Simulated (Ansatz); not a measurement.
Cost and result for the atomization energy of C2H4Cl2Si2, SMILES `Cl[SiH2]C#C[SiH2]Cl` (10 atoms, 9 bonds).

```tsv
atom	x (Å)	y (Å)	z (Å)
Cl1	1.200	3.415	-0.519
Si2	-0.504	2.286	-0.641
C3	-0.121	0.573	-0.160
C4	0.121	-0.573	0.158
Si5	0.505	-2.287	0.639
Cl6	-1.206	-3.408	0.545
H7	-0.987	2.309	-2.038
H8	-1.509	2.845	0.288
H9	1.007	-2.307	2.029
H10	1.494	-2.852	-0.302
```

Total charge 0; spin multiplicity 1. Geometry: relaxed with PBE0-D4/def2-TZVP. Program: Ansatz. All runs use 4 threads of a server CPU on a shared host. Times are those of one run each, without the atoms' runs, and a repeat can differ threefold. Electronic energies, without spin–orbit coupling; frozen cores. CCSD(T)/CBS adds CCSD(T) − MP2 in def2-TZVPP to the MP2 limit, and its time is that of the two runs behind it. T1 = 0.011. B3LYP takes the VWN-RPA correlation (the form of Gaussian; ORCA's B3LYP/G). HSE06 is the plane-wave form, built on full-range PBE exchange.

CCSD(T)/CBS is a level of theory with its own doubt, some kJ/mol a heavy atom from the limit and from the frozen cores, so smaller differences don't rank the functionals.

| level | functions | wall time | atomization (kJ/mol) | difference from CCSD(T)/CBS | per bond |
| --- | --- | --- | --- | --- | --- |
| LDA (SPW92)/def2-TZVPP | 286 | 2.5 s | 4110.0 | 456.3 | 50.7 |
| revPBE-D4/def2-TZVPP | 286 | 2.8 s | 3611.1 | -42.6 | -4.7 |
| PBE-D4/def2-TZVPP (with forces) | 286 | 3.8 s | 3692.8 | 39.1 | 4.3 |
| PBE0-D4/def2-TZVPP | 286 | 5.5 s | 3644.8 | -8.9 | -1.0 |
| HSE06-D4/def2-TZVPP | 286 | 6 s | 3647.6 | -6.1 | -0.7 |
| BHLYP-D4/def2-TZVPP | 286 | 6.5 s | 3546.6 | -107.1 | -11.9 |
| CCSD(T)/def2-SVP | 120 | 8 s | 3396.4 | -257.3 | -28.6 |
| B3LYP-D4/def2-TZVPP (with forces) | 286 | 8.5 s | 3624.8 | -28.9 | -3.2 |
| r2SCANh-D4/def2-TZVPP | 286 | 8.5 s | 3641.0 | -12.7 | -1.4 |
| ωB97M-V/def2-TZVPP (with forces) | 286 | 19 s | 3661.9 | 8.2 | 0.9 |
| MP2/def2-QZVPP | 514 | 32 s | 3706.7 | 53.0 | 5.9 |
| CCSD(T)/def2-TZVPP | 286 | 5.1 min | 3543.5 | -110.2 | -12.3 |
| CCSD(T)/CBS(def2) | – | 5.6 min | 3653.7 | 0.0 | 0.0 |

From BLYP to BHLYP (50 % exact exchange), in def2-TZVPP and without D4, the atomization energy moves by −40.7 kJ/mol: exact exchange takes away binding that semilocal exchange gives to molecules. The D4 term adds +45.6 kJ/mol with B3LYP and +24.1 kJ/mol with PBE0; it sums over pairs of atoms, weighted by their polarisabilities, and B3LYP, whose exchange is more repulsive, gets the larger term. In def2-TZVPP, CCSD(T) changes the Hartree–Fock value by +810.5 kJ/mol (the triples alone add +65.3 kJ/mol) and MP2 by +908.2 kJ/mol; breaking electron pairs costs correlation energy, which Hartree–Fock lacks.
